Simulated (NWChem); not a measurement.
C₃H₅Cl; SMILES C/C=C\Cl

```xyz
9

C     -0.7679     1.7482     0.0000
C      0.5968     1.1536     0.0000
C      0.9127    -0.1426     0.0000
Cl    -0.2476    -1.4277     0.0000
H     -1.5450     0.9723     0.0000
H     -0.9150     2.3904    -0.8839
H     -0.9150     2.3904     0.8839
H      1.4497     1.8424     0.0000
H      1.9442    -0.5004     0.0000
```
Atoms are numbered in this order, from 1.

Results from NWChem. Coordinates come from a PBE0/def2-SVP optimisation. Level: PBE0/def2-SVP with SMD (1 M gas to 1 M solution), gas-phase geometry.

Problem. Estimate the computed values for solvent water. Quantities: solvation free energy (kcal/mol); cavity-dispersion-structure term (kcal/mol); dipole in solution (D).

Solution. 
```json
{
 "solvation free energy (kcal/mol)": "0.4",
 "cavity-dispersion-structure term (kcal/mol)": "2.9",
 "dipole in solution (D)": "2.07"
}
```
